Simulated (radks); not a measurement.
Initial-state core-level shifts of the bromine ion Br+ when its valence configuration changes from [Ar] 3d10 4s2 4p4. All-electron calculation, scalar-relativistic Kohn-Sham, BLYP, spin-polarised, spherical densities, finite nucleus; open shells are filled with parallel spins first; Fermi nuclear charge, rms radius 4.1629 fm. Program: a radial shooting solver on a logarithmic mesh with Libxc functionals. Shifts are changes of the shell-averaged eigenvalues in eV (positive: less bound); the change of the density at the nucleus, which sets a Mossbauer isomer shift, is in e/bohr^3, on a base of 4.501e+04.

valence,1s,2s,2p,3s,density at nucleus
3d10 4s1 4p5,-1.626,-1.598,-1.588,-1.612,-37.094
3d10 4s1.5 4p4.5,-0.818,-0.804,-0.799,-0.811,-18.434
3d9 4s2 4p5,-15.773,-17.446,-17.325,-13.313,+18.460
3d10 4p6,-3.281,-3.223,-3.202,-3.244,-75.735
3d9.5 4s1.5 4p5,-8.585,-9.394,-9.327,-7.416,-10.317
3d9.5 4s2 4p4.5,-7.798,-8.616,-8.555,-6.635,+9.087
3d9 4s1.5 4p5.5,-16.532,-18.198,-18.071,-14.066,-1.915
3d8 4s2 4p6,-32.261,-35.739,-35.501,-26.786,+38.049
